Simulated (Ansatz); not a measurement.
MgH-, closed-shell singlet (lowest of 2S+1 = 1, 3 at CCSD(T)/def2-TZVPP on PBE0 minima; our sources give no spin for the ground state, which may be another), most abundant isotopes (1.0078 and 23.9850 u). Constants from fifth-degree fits in 1/R to seven points on the lowest solution found; no spin–orbit coupling, no relativity up to Kr; ω_e x_e and α_e move by some per cent with the fit.

Correlated levels freeze the inner cores; with def2 sets outer-core shells near the valence are correlated too.

Run with Ansatz (Gaussian orbitals). Values without a source in brackets are computed.

| level | r_e (Å) | ω_e (cm⁻¹) | ω_e x_e (cm⁻¹) | α_e (cm⁻¹) |
|---|---|---|---|---|
| PBE/def2-TZVPP | 1.9134 | 1033.6 | 29.5 | 0.212 |
| CCSD(T)/def2-QZVPP | 1.8550 | 1126.2 | 39.1 | 0.250 |

### Question
Predict ω_e, ω_e x_e, B_e and the fall in zero-point energy on putting deuterium (2.014102 u) for H, at CCSD(T)/def2-QZVPP.

### Answer

The curve stays; ρ = √(μ_H/μ_D) = √(0.96718/1.85807) = 0.72148. ω_e scales with ρ: 813 cm⁻¹; ω_e x_e and B_e with ρ²: 20.3 and 2.637 cm⁻¹. The zero-point energy falls by 152 cm⁻¹, by which D₀ of the deuteride is larger.

Doubts at one or more of the structures used: a restricted determinant that unrestricted orbitals would lower (CCSD(T)/def2-QZVPP).

Ansatz is an electronic-structure program.
